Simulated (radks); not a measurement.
Effect of the nuclear size on neutral tellurium, [Kr] 4d10 5s2 5p4. All-electron calculation, Dirac Kohn-Sham, PBE, spin-unpolarised, spherical densities, finite nucleus; open shells are shared between the two j in proportion to 2j + 1; Fermi nuclear charge, rms radius 4.7423 fm. Program: a radial shooting solver on a logarithmic mesh with Libxc functionals. The rms radius is varied about that value; shifts are against it.

rms radius (fm),total energy shift (eV),density at nucleus (e/bohr^3),1s1/2 shift (meV),2s1/2 shift (meV),4s1/2 shift (meV),4p1/2 shift (meV),5s1/2 shift (meV),5p1/2 shift (meV),5p3/2 shift (meV)
4.0167,-1.50,2.343e+05,-629,-73.2,-2.89,0.223,-0.329,0.038,0.041
4.3155,-0.910,2.316e+05,-381,-44.3,-1.75,0.135,-0.199,0.023,0.025
4.7423,0,2.28e+05,0.000,0.000,0.000,0.000,0.000,0.000,0.000
5.0126,0.613,2.259e+05,257,29.9,1.18,-0.091,0.134,-0.016,-0.017
5.6908,2.27,2.212e+05,952,111,4.38,-0.337,0.498,-0.058,-0.061

Slopes of the eigenvalues against <r^2> in GHz/fm^2, as finite differences over the two radii next to the reference (eigenvalue slopes, not the field-shift constants of lines): 1s1/2 23700, 2s1/2 2760, 4s1/2 109, 4p1/2 -8.40, 5s1/2 12.4, 5p1/2 -1.44, 5p3/2 -1.53.
